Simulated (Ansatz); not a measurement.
`F[SiH]1BO1` + H₂O → `O[SiH]1BO1` + H–F at 400 K and 1 bar (formal hydrolysis of the Si–F bond).

Program: Ansatz. Geometries: PBE0-D4/def2-TZVP. ΔE: electronic, gas phase. CCSD(T)/CBS is the MP2 limit (def2-TZVPP, def2-QZVPP) plus CCSD(T) − MP2 in def2-TZVPP, frozen cores. This one scheme is used for every species. One conformer a species, not always the lowest.

| species | CCSD(T)/CBS energy (Eh) | H − E (kJ/mol) | S (J/(mol·K)) |
| --- | --- | --- | --- |
| `F[SiH]1BO1` | -490.11970 | 95.5 | 307.5 |
| H₂O | -76.37941 | 69.8 | 198.6 |
| `O[SiH]1BO1` | -466.08929 | 127.7 | 318.0 |
| H–F | -100.39570 | 36.5 | 182.2 |

H − E and S are ideal-gas, rigid-rotor, harmonic terms from PBE0-D4/def2-TZVP, for one conformer and one mirror image of each species. 1 Eh = 2625.50 kJ/mol, R = 8.31446 J/(mol·K).

Problem. By hand: ΔE, ΔH, ΔS and ΔG.

Solution. ΔE = (-466.08929) + (-100.39570) − (-490.11970) − (-76.37941) = 0.01412 Eh = 37.1 kJ/mol. Δ(H − E) = 127.7 + 36.5 − 95.5 − 69.8 = -1.1, so ΔH = 36.0 kJ/mol. ΔS = 318.0 + 182.2 − 307.5 − 198.6 = -5.9 J/(mol·K). ΔG = 36.0 − 400 × (-5.9)/1000 = 38.4 kJ/mol.

Problem. By hand: the equilibrium constant, and the temperature at which ΔG would vanish if ΔH and ΔS stayed fixed.

Solution. log₁₀ K = −ΔG/(RT ln 10) = -5.0. ΔH and −TΔS have one sign here, so there is no such temperature.

The number of gas molecules stays the same, so ΔS is small and ΔH decides. A doubt of 5 kJ/mol in ΔE shifts log₁₀ K by 0.7 here. Other conformers and mirror images would add mixing entropy, several J/(mol·K) or more a flexible species. These are equilibria of isolated gas molecules and say nothing of rates. Largest T1 diagnostic: 0.016 (customary marks: 0.02 for closed shells, 0.045 for open ones).

ΔS is within the doubt of such terms, so its sign, and with it that verdict, could turn.
